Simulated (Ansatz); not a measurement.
Coupled-cluster diagnostics for GeH(NMe2)3 (C6H19GeN3), Ansatz.

Geometry of the singlet (PBE-D4/def2-SVP):

Cartesian coordinates in Å:
```
Ge -0.729 0.006 -0.225
H -2.173 -0.205 -0.773
N 0.379 -0.016 -1.712
C 1.814 0.063 -1.530
C -0.033 -0.698 -2.919
H 2.310 -0.940 -1.474
H 2.053 0.613 -0.597
H 2.294 0.614 -2.374
H -1.140 -0.733 -2.990
H 0.339 -0.165 -3.827
H 0.342 -1.752 -2.989
N -0.498 -1.281 1.092
C 0.778 -1.389 1.768
C -1.253 -2.513 1.041
H 0.642 -1.706 2.829
H 1.291 -0.405 1.778
H 1.470 -2.131 1.294
H -2.213 -2.363 0.505
H -0.710 -3.351 0.530
H -1.502 -2.873 2.068
N -0.286 1.582 0.628
C -0.731 1.826 1.985
C -0.031 2.783 -0.141
H 0.058 2.346 2.579
H -0.960 0.866 2.489
H -1.647 2.467 2.033
H 0.242 2.517 -1.182
H -0.916 3.468 -0.183
H 0.810 3.370 0.297
```

Correlated methods freeze 18 core orbitals; core or outer-core shells of Ge are correlated, in sets that lack core-valence functions.

Problem. Estimate the CCSD(T) correlation energy, the shares of MP2 and (T), T1 and the reference's ⟨S²⟩ for: charge 0, singlet, own geometry in def2-SVP; and the rough time on 2 threads of AMD EPYC 7R13 on a shared host and a share (18 GiB) of an NVIDIA H100 80GB HBM3.

Solution. 
| state | basis | correlation (eV) | MP2 share (%) | (T) share (%) | T1 | ⟨S²⟩ (pure) | wall time |
| --- | --- | --- | --- | --- | --- | --- | --- |
| charge 0, singlet, own geometry | def2-SVP | -48.367 | 90.9 | 3.0 | 0.011 | 0.00 (0.00) | 16 s |
Customary marks for T1 are 0.02 (closed shells), 0.045 (open shells) and about 0.05 (3d metals). T1 stays under 0.02 throughout.
